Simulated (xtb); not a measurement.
CH₄N, doublet, from a rough starting geometry; GFN2-xTB (xtb).

Input for xtb:
```
$ xtb mol.xyz --gfn 2 --uhf 1 --opt vtight --json

# file mol.xyz
6

C      0.04905555     0.34487070     0.14762053
N      0.05585550    -1.11663280     0.12297118
H     -0.91622510     0.85621997     0.15473933
H     -0.43624513    -1.46777376    -0.62984289
H      0.62604628     0.71605213     1.01072403
H      0.61842620     0.71969386    -0.74427429
```

Question: Predict the main parts of the log of this xtb run.

Answer: 
```
   ID    Z sym.   atoms
    1    6 C      1
    2    7 N      2
    3    1 H      3-6

           -------------------------------------------------
          |                Calculation Setup                |
           -------------------------------------------------

           -------------------------------------------------
          |                 G F N 2 - x T B                 |
           -------------------------------------------------

          ...................................................
          :                      SETUP                      :
          :.................................................:
          :  # basis functions                  12          :
          :  # atomic orbitals                  12          :
          :  # shells                            8          :
          :  # electrons                        13          :
          :  max. iterations                   250          :
          :  Hamiltonian                  GFN2-xTB          :
          :  restarted?                      false          :
          :  GBSA solvation                  false          :
          :  PC potential                    false          :
          :  electronic temp.          300.0000000     K    :
          :  accuracy                    1.0000000          :
          :  -> integral cutoff          0.2500000E+02      :
          :  -> integral neglect         0.1000000E-07      :
          :  -> SCF convergence          0.1000000E-05 Eh   :
          :  -> wf. convergence          0.1000000E-03 e    :
          :  Broyden damping             0.4000000          :
          :  net charge                          0          :
          :  unpaired electrons                  1          :
          ...................................................

 iter      E             dE          RMSdq      gap      omega  full diag
   1     -7.0586492 -0.705865E+01  0.342E+00   11.04       0.0  T
   2     -7.0695234 -0.108743E-01  0.175E+00   11.70       1.0  T
   3     -7.0702448 -0.721361E-03  0.562E-01   11.88       1.0  T
   4     -7.0703444 -0.996158E-04  0.117E-01   11.94       1.0  T
   5     -7.0703519 -0.748394E-05  0.479E-02   11.93       1.0  T
   6     -7.0703519  0.105195E-07  0.144E-02   11.93       2.8  T
   7     -7.0703524 -0.504688E-06  0.347E-03   11.93      11.8  T
   8     -7.0703524 -0.859291E-08  0.215E-03   11.93      19.0  T
   9     -7.0703524 -0.503469E-08  0.435E-04   11.93      93.9  T
  10     -7.0703524 -0.638281E-10  0.152E-04   11.93     268.3  T

   *** convergence criteria satisfied after 10 iterations ***

         :::::::::::::::::::::::::::::::::::::::::::::::::::::
         ::                     SUMMARY                     ::
         :::::::::::::::::::::::::::::::::::::::::::::::::::::
         :: total energy              -6.987464458860 Eh    ::
         :: gradient norm              0.098280287681 Eh/a0 ::
         :: HOMO-LUMO gap             11.925973575871 eV    ::
         ::.................................................::
         :: SCC energy                -7.070352376142 Eh    ::
         :: -> isotropic ES            0.010335197314 Eh    ::
         :: -> anisotropic ES          0.001764601022 Eh    ::
         :: -> anisotropic XC          0.013541073268 Eh    ::
         :: -> dispersion             -0.001247243532 Eh    ::
         :: repulsion energy           0.082887917281 Eh    ::
         :: add. restraining           0.000000000000 Eh    ::
         :: total charge              -0.000000000000 e     ::
         :::::::::::::::::::::::::::::::::::::::::::::::::::::

      -----------------------------------------------------------
     |                   =====================                   |
     |                        A N C O P T                        |
     |                   =====================                   |
     |               Approximate Normal Coordinate               |
[...]
 * total energy  :    -6.9874645 Eh     change       -0.2925926E-10 Eh
 * total energy  :    -6.9942661 Eh     change       -0.6801610E-02 Eh
 * total energy  :    -6.9947410 Eh     change       -0.4749041E-03 Eh
 * total energy  :    -6.9947596 Eh     change       -0.1866752E-04 Eh
 * total energy  :    -6.9947651 Eh     change       -0.5476813E-05 Eh
 * total energy  :    -6.9947661 Eh     change       -0.9589074E-06 Eh
 * total energy  :    -6.9947672 Eh     change       -0.1122256E-05 Eh
 * total energy  :    -6.9947723 Eh     change       -0.5133111E-05 Eh
 * total energy  :    -6.9947740 Eh     change       -0.1690680E-05 Eh
 * total energy  :    -6.9947744 Eh     change       -0.3338586E-06 Eh
 * total energy  :    -6.9947746 Eh     change       -0.1973557E-06 Eh
 * total energy  :    -6.9947746 Eh     change       -0.4872649E-07 Eh
   *** GEOMETRY OPTIMIZATION CONVERGED AFTER 12 ITERATIONS ***
         :: total energy              -6.994774602424 Eh    ::
[...]
         :: -> dispersion             -0.001252817038 Eh    ::
         :: repulsion energy           0.081602943941 Eh    ::
         :: add. restraining           0.000000000000 Eh    ::
         :: total charge              -0.000000000000 e     ::
         :::::::::::::::::::::::::::::::::::::::::::::::::::::

           -------------------------------------------------
          |                Property Printout                |
           -------------------------------------------------

    * Orbital Energies and Occupations

         #    Occupation            Energy/Eh            Energy/eV
      -------------------------------------------------------------
         1        2.0000           -0.6335241             -17.2391
         2        2.0000           -0.5725977             -15.5812
         3        2.0000           -0.5227652             -14.2252
         4        2.0000           -0.5115570             -13.9202
         5        2.0000           -0.4764700             -12.9654
         6        1.9995           -0.3822758             -10.4023
         7        1.0005           -0.3676859             -10.0052 (HOMO)
         8                          0.1027399               2.7957 (LUMO)
         9                          0.1409791               3.8362
        10                          0.1677555               4.5649
        11                          0.1887941               5.1373
        12                          0.2586577               7.0384
      -------------------------------------------------------------
                  HL-Gap            0.4704258 Eh           12.8009 eV
             Fermi-level           -0.2537270 Eh           -6.9043 eV

     #   Z          covCN         q      C6AA      α(0)
     1   6 C        3.679    -0.007    20.920     6.551
     2   7 N        1.769    -0.310    28.840     7.952
     3   1 H        0.923     0.065     2.143     2.289
     4   1 H        0.860     0.134     1.514     1.928
     5   1 H        0.924     0.052     2.294     2.369
     6   1 H        0.923     0.066     2.134     2.285

 Mol. C6AA /au·bohr⁶  :        243.112786
 Mol. C8AA /au·bohr⁸  :       4822.976649
 Mol. α(0) /au        :         23.373910

Wiberg/Mayer (AO) data.
largest (>0.10) Wiberg bond orders for each atom

 ---------------------------------------------------------------------------
     #   Z sym  total        # sym  WBO       # sym  WBO       # sym  WBO
 ---------------------------------------------------------------------------
     1   6 C    3.991 --     2 N    1.205     5 H    0.979     3 H    0.904
                             6 H    0.903
     2   7 N    2.328 --     1 C    1.205     4 H    0.967
     3   1 H    0.990 --     1 C    0.904
     4   1 H    0.982 --     2 N    0.967
     5   1 H    0.997 --     1 C    0.979
     6   1 H    0.990 --     1 C    0.903
 ---------------------------------------------------------------------------

Topologies differ in total number of bonds
Writing topology from bond orders to xtbtopo.mol

molecular dipole:
                 x           y           z       tot (Debye)
 q only:       -0.120       0.509      -0.242
   full:       -0.298       0.765      -0.559       2.526
molecular quadrupole (traceless):
                xx          xy          yy          xz          yz          zz
 q only:        0.153       0.565      -0.395       0.180       0.991       0.243
  q+dip:        0.742       1.114      -1.647       0.352       2.044       0.905
   full:        0.861       1.187      -1.542       0.047       2.179       0.681

optimized geometry written to: xtbopt.xyz

           -------------------------------------------------
          | TOTAL ENERGY               -6.994774602424 Eh   |
          | GRADIENT NORM               0.000130388599 Eh/α |
          | HOMO-LUMO GAP              12.800936914670 eV   |
           -------------------------------------------------

normal termination of xtb
```
